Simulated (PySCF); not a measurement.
BeClHSe, SMILES [Be]([Cl])[SeH].

Geometry: PBE-D3(BJ)/def2-TZVP. One conformer was computed; it need not be the lowest.

The numbers are results of TDA-B3LYP/def2-SVPD run with PySCF, not measurements.

Vertical excitations. The molecule is in vacuum. State labels are in the subgroup Cs.

```
state  symmetry  energy (eV)  λ (nm)      f                            main pairs
-----  --------  -----------  ------  -----  ------------------------------------
S1           A"         4.88     254  0.002                        HOMO→LUMO 98 %
S2           A"         5.41     229  0.051                      HOMO→LUMO+1 97 %
S3           A'         6.12     202  0.131                      HOMO→LUMO+2 86 %
S4           A"         6.14     202  0.005                      HOMO→LUMO+3 92 %
S5           A'         6.88     180  0.001                      HOMO−1→LUMO 93 %
S6           A"         7.03     176  0.026                      HOMO→LUMO+4 90 %
S7           A"         7.17     173  0.000                      HOMO−3→LUMO 90 %
S8           A"         7.31     170  0.005                      HOMO→LUMO+5 94 %
S9           A'         7.39     168  0.001  HOMO−2→LUMO 68 %, HOMO−3→LUMO+2 19 %
S10          A'         7.47     166  0.282  HOMO−1→LUMO+1 58 %, HOMO→LUMO+6 18 %
T1           A"         4.62     269      0                        HOMO→LUMO 96 %
T2           A"         5.14     241      0                      HOMO→LUMO+1 96 %
T3           A'         5.19     239      0                      HOMO→LUMO+2 98 %
T4           A"         5.79     214      0                      HOMO→LUMO+3 83 %
```
Triplets are in the Tamm–Dancoff approximation.
